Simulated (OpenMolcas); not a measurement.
Cu2+ among 6 point charges of -2 e arranged as an octahedron (Oh).

- Program: OpenMolcas
- Method: CASSCF
- Basis: ANO-RCC-VDZP [5s4p2d1f]
- Scalar Hamiltonian: DKH2, point nucleus
- Active space: 9 electrons in 5 orbitals (3d)
- State averaging: 2S+1 = 2 even, 5 roots
- Spin-orbit coupling: RASSI with atomic mean-field integrals over the reference wave functions

All point charges move together. At R = 1.86 Å |10Dq| is 4931 cm-1, and at R = 1.99 Å it is 3678 cm-1.

A third run gives 3026 cm-1. What distance was it run at?

With a power law R^-n the two known points give n = -ln(3678 / 4931) / ln(1.99 / 1.86) = 4.34. Then R = 1.86 × (4931 / 3026)^(1/4.34) = 2.081 Å. The run was at 2.08 Å, so the estimate is off by +0.001 Å.

An orbital doublet at a regular site is open to a Jahn-Teller distortion, which this geometry leaves out. The ground term spreads over less than 5000 cm-1, several times less than with real ligands, so orbital moments are less quenched and χT lies further from the spin-only value than at real sites. This is an electrostatic model: the charges have no orbitals. No measured value stands beside these numbers.
